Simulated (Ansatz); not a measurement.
Reaction (formal exchange of groups at a Ge–O bond): `[OH][GeH2][C]#C[SiH3]` + `C=CCl` → `[SiH3]C#[C][GeH3]` + `O/C=C\Cl`

Calculated with Ansatz (gas phase, PBE0-D4/def2-TZVP geometries, no zero-point term in ΔE). CCSD(T)/CBS adds triple-zeta CCSD(T) − MP2 to the extrapolated MP2 energy (def2 sets, frozen cores). This one scheme is used for every species. Functionals use def2-TZVPP. For Ge outer-core shells are correlated without core-valence functions, which leaves a few kJ/mol of doubt a bond. Scalar relativity is left out up to krypton. Each species was taken in one conformer, which may not be the lowest.

```csv
level,ΔE (kJ/mol)
ωB97X-V,72.9
MP2/def2-TZVPP,86.7
```

Task: What does CCSD(T)/CBS give? (An estimate is asked.)

Result: Computed: +80.9 kJ/mol. The listed levels differ from it by -8.0, 5.8 kJ/mol.

Largest T1 diagnostic among the species: 0.013.

From PBE to PBE0 (25 % exact exchange), in def2-TZVPP and without D4, ΔE moves by +3.6 kJ/mol.
